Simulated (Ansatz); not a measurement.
Stretching the O2–H3 bond in HKO (SMILES [OH][K]) (multiplicity 1 held, fragments rigid). Energies count from the point at 0.957 Å.
Geometry at that point (charge 0, multiplicity 1):
```xyz
3

K      0.00000     0.00000    -0.74843
O      0.00000     0.00000     1.47363
H      0.00000     0.00000     2.43102
```

Restricted levels (R-, RO-) in cc, def2 and unpolarised 6-31G sets keep to the state of the molecule at rest. U- levels take the lowest unrestricted solution at each point, which mixes spins at long bonds. Levels need not reach the same state.

Correlated levels freeze the cores.

Programs: Ansatz (a program for electronic structure). Each number belongs to the level named beside it.

Energies in kJ/mol.

```csv
R (Å),U-HF/def2-SVPD,R-MP2/def2-SVPD,U-CCSD/def2-SVPD,R-CCSD(T)/def2-SVPD,R-CCSDT/def2-SVPD
0.766,138,163,160,162,162
0.862,20,33,32,33,33
0.957,0,0,0,0,0
1.053,30,18,19,17,17
1.149,85,61,62,60,59
1.292,185,146,145,139,139
1.436,267,235,229,220,220
1.675,326,371,349,330,331
1.915,348,483,430,403,408
2.202,358,585,475,444,462
2.585,363,676,492,438,494
3.064,365,735,497,373,507
```

Doubts at one or more of the structures used: a spin-contaminated determinant (U-HF/def2-SVPD, U-CCSD/def2-SVPD); a restricted determinant that unrestricted orbitals would lower (R-MP2/def2-SVPD, R-CCSD(T)/def2-SVPD, R-CCSDT/def2-SVPD); T1 above 0.05 (U-CCSD/def2-SVPD, R-CCSD(T)/def2-SVPD, R-CCSDT/def2-SVPD); other coupled-cluster roots lie near (R-CCSD(T)/def2-SVPD, R-CCSDT/def2-SVPD).
